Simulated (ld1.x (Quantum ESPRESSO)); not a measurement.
## Reading a pseudo-wave (Al)

Columns: radius, all-electron u(r) and pseudo u(r) of the 2s shell (level -108.17 eV) of aluminium in the configuration [He] 2s2 2p6 3s2 3p1; PBE, scalar-relativistic, PAW scheme, ld1.x (Quantum ESPRESSO) 7.5.

```
r (bohr)  all-electron   pseudo
   0.062        0.5995  -0.2737
   0.125        0.3108  -0.5380
   0.188       -0.1870  -0.7757
   0.250       -0.6331  -0.9732
   0.312       -0.9637  -1.1274
   0.375       -1.1757  -1.2354
   0.438       -1.2826  -1.2940
   0.500       -1.3101  -1.3064
   0.562       -1.2834  -1.2796
   0.625       -1.2199  -1.2201
   0.688       -1.1344  -1.1375
   0.750       -1.0392  -1.0425
   0.812       -0.9401  -0.9421
   0.875       -0.8405  -0.8411
   0.938       -0.7453  -0.7453
   1.000       -0.6578  -0.6578
   1.062       -0.5774  -0.5774
   1.125       -0.5035  -0.5035
   1.188       -0.4371  -0.4371
   1.250       -0.3791  -0.3791
   1.312       -0.3278  -0.3278
   1.375       -0.2821  -0.2821
   1.438       -0.2422  -0.2422
   1.500       -0.2081  -0.2081
   1.562       -0.1785  -0.1785
   1.625       -0.1526  -0.1526
```

(1) How many radial nodes do the two functions have?

(2) At about which radius was the pseudo-wave matched?

(3) Where does each function peak?

(4) Is the pseudo-wave norm-conserving?

Answers

(1) The all-electron 2s function has n − l − 1 = 1; the pseudo-wave has 0, since the states of the same l below it are removed with the core.

(2) 0.95 bohr, where the columns begin to agree (steps of 0.06 bohr).

(3) Outermost all-electron maximum near 0.50 bohr, pseudo maximum near 0.50 bohr (to the table’s step).

(4) No, it belongs to a PAW set: the norm inside the radius is not constrained, and the difference is carried by the augmentation charge.
